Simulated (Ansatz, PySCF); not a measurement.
This Ansatz (an electronic-structure program) input computes a CAM-B3LYP/def2-TZVPD energy:

Ansatz 0.2 input:
```yaml
crystal:
  periodic: [false, false, false]
  atoms:
    - {symbol: Ga, position_ang: [-0.00000000, -0.00000000, 0.00000000]}
    - {symbol: F, position_ang: [-1.47532135, -0.91056668, 0.00813003]}
    - {symbol: F, position_ang: [0.01674986, 1.61779287, -0.62308629]}
    - {symbol: F, position_ang: [1.45857148, -0.70722619, 0.61495626]}
basis:
  gaussian:
    orbitals: def2-TZVPD
hamiltonian:
  xc: {name: CAM-B3LYP}
output: {forces: true}
```

Problem. Write an input for the same energy in PySCF and say what it gives.

Solution. 
```python
from pyscf import gto, scf, dft

mol = gto.M(
    atom='''
    Ga   -0.00000000   -0.00000000    0.00000000
    F    -1.47532135   -0.91056668    0.00813003
    F     0.01674986    1.61779287   -0.62308629
    F     1.45857148   -0.70722619    0.61495626
    ''',
    basis='def2-tzvpd',
    charge=0,
    spin=0,
    verbose=4,
)

mf = dft.RKS(mol, xc='camb3lyp').density_fit(auxbasis='def2-universal-jkfit')
mf.grids.level = 3
mf.conv_tol = 1e-9
mf.max_cycle = 100
mf.max_memory = 1500
mf.kernel()
if not mf.converged:
    mf = mf.newton()
    mf.kernel(mf.make_rdm1())
mf.analyze()
```
It gives -2224.70182 Eh, and Ansatz -2224.70175 Eh, a difference of 0.07 mEh, from the treatment of integrals and grids.
